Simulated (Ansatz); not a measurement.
Ansatz (a quantum-chemistry and plane-wave program) input (PBE/STO-3G):

Ansatz 0.2 input:
```yaml
crystal:
  periodic: [false, false, false]
  atoms:
    - {symbol: C, position_ang: [-2.40572200, 0.19589100, -0.10945000]}
    - {symbol: C, position_ang: [-0.98179800, 0.36282500, 0.41768300]}
    - {symbol: C, position_ang: [0.04623600, -0.30218200, -0.48837600]}
    - {symbol: S, position_ang: [1.76781600, -0.20198800, 0.11709100]}
    - {symbol: H, position_ang: [-2.67828100, -0.85968200, -0.18057400]}
    - {symbol: H, position_ang: [-3.12744400, 0.68218400, 0.54880000]}
    - {symbol: H, position_ang: [-2.51422100, 0.63418100, -1.10428300]}
    - {symbol: H, position_ang: [-0.74342500, 1.42639100, 0.50893600]}
    - {symbol: H, position_ang: [-0.89720000, -0.05886400, 1.42168800]}
    - {symbol: H, position_ang: [-0.00028300, 0.10515500, -1.49922200]}
    - {symbol: H, position_ang: [-0.14885100, -1.37378300, -0.56566800]}
    - {symbol: H, position_ang: [1.87235700, 1.13703300, 0.07772300]}
basis:
  gaussian:
    orbitals: STO-3G
hamiltonian:
  xc: {name: PBE}
output: {forces: true}
```

Output:

```
Functional definition: PBE
integrals: 0.01 GiB planned
420 factors; integrals over basis functions are off by at most 4.4e-5 eV
mean field: 0.07 GiB planned
mean field evaluation 1: about -13908.8287 eV, gradient 4.2e0 eV
mean field evaluation 2: about -13908.8601 eV, gradient 2.7e0 eV
mean field evaluation 4: about -13908.8821 eV, gradient 1.8e-1 eV
mean field evaluation 8: about -13908.7683 eV, gradient 4.0e-3 eV
mean field -13908.76828762 eV, -511.1378068683 hartree, gradient 3.2e-5 eV, S^2 0.000000; 0 other end points of the search recorded, 0 dependent functions left out
the calculation of the forces begins
reference -13908.76831047 eV, -511.1378077081 hartree; 21, 21 occupied and 11, 11 virtual orbitals, 420 factors
Total energy: -13908.76831047 eV, -511.1378077081 hartree
Atom 0 at    -2.405722     0.195891    -0.109450 Å, force    -0.436687    -0.046808    -0.105335 eV/Å
Atom 1 at    -0.981798     0.362825     0.417683 Å, force    -0.089712     0.271076     0.257721 eV/Å
Atom 2 at     0.046236    -0.302182    -0.488376 Å, force     1.216615    -0.124303    -0.068018 eV/Å
Atom 3 at     1.767816    -0.201988     0.117091 Å, force     0.432718    -1.042349     0.272946 eV/Å
Atom 4 at    -2.678281    -0.859682    -0.180574 Å, force    -0.092649    -0.539369    -0.021064 eV/Å
Atom 5 at    -3.127444     0.682184     0.548800 Å, force    -0.375522     0.279808     0.385024 eV/Å
Atom 6 at    -2.514221     0.634181    -1.104283 Å, force     0.004062     0.233811    -0.498225 eV/Å
Atom 7 at    -0.743425     1.426391     0.508936 Å, force     0.074138     0.661609     0.030500 eV/Å
Atom 8 at    -0.897200    -0.058864     1.421688 Å, force    -0.031461    -0.297770     0.632038 eV/Å
Atom 9 at    -0.000283     0.105155    -1.499222 Å, force    -0.259752     0.329374    -0.717302 eV/Å
Atom 10 at    -0.148851    -1.373783    -0.565668 Å, force    -0.276130    -0.620708    -0.058725 eV/Å
Atom 11 at     1.872357     1.137033     0.077723 Å, force    -0.165620     0.895630    -0.109560 eV/Å
Dipole moment:    -0.157385     0.132380    -0.053431 e Å
```

The geometry given is a B3LYP-D3(BJ)/def2-TZVP minimum.
